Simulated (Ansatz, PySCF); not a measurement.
Gas-phase reaction in SMILES: CC(C)CCO + 5 [H][H] (H2) -> 5 C (CH4) + O (H2O)
Each molecule is optimised on its own at B3LYP-D3(BJ)/def2-TZVP (Ansatz, a program for electronic structure), one conformer each, not searched for the lowest.

Quantity: energy of full hydrogenation (enthalpy at 298 K, with B3LYP-D3(BJ) rigid-rotor harmonic-oscillator terms from PySCF), in kcal/mol. Cores are frozen in the correlated levels unless marked. Spin-orbit coupling is left out. Non-relativistic. CBS(X,Y): correlation extrapolated as X^-3; Hartree-Fock from the larger set.

From measured enthalpies of formation at 298 K: -75.0 kcal/mol (CC(C)CCO -71.9, CRC Handbook; [H][H] (H2) 0.0, ATcT 1.112; C (CH4) -17.8, ATcT 1.112; O (H2O) -57.8, ATcT 1.112). It holds spin-orbit effects, and any other conformers, which the calculations lack, and core correlation, which the frozen-core levels lack. This is an older compilation, not checked against later work.

| level | program | energy of full hydrogenation (kcal/mol) | error against measurement |
|---|---|---|---|
| PBE/def2-TZVPD | Ansatz | -77.5 | -2.5 |
| PBE-D3(BJ)/def2-TZVPD | Ansatz + dftd3 | -72.5 | 2.5 |
| BLYP-D3(BJ)/def2-TZVPD | Ansatz + dftd3 | -74.2 | 0.8 |
| BLYP-D4/def2-TZVPD | Ansatz + dftd4 | -73.2 | 1.8 |
| r2SCAN-D4/def2-TZVPD | Ansatz + dftd4 | -74.3 | 0.7 |
| BHLYP/def2-TZVPD | Ansatz | -86.5 | -11.5 |
| r2SCAN0/def2-TZVPD | Ansatz | -78.4 | -3.4 |
| HSE06/def2-TZVPD | Ansatz | -79.9 | -4.9 |
| wB97M-V/def2-TZVPD | Ansatz | -74.5 | 0.5 |
| wB97X-V/def2-TZVPD | Ansatz | -73.3 | 1.7 |
| MP2/aug-cc-pVTZ | Ansatz | -72.2 | 2.8 |
| RI-MP2/aug-cc-pVQZ | Ansatz | -72.2 | 2.8 |
| SCS-MP2/cc-pVQZ | Ansatz | -75.1 | -0.1 |
| CCSD(T)/cc-pVDZ | Ansatz | -71.6 | 3.4 |
| CCSD(T)/CBS(cc-pVTZ,cc-pVQZ) | Ansatz | -74.6 | 0.4 |
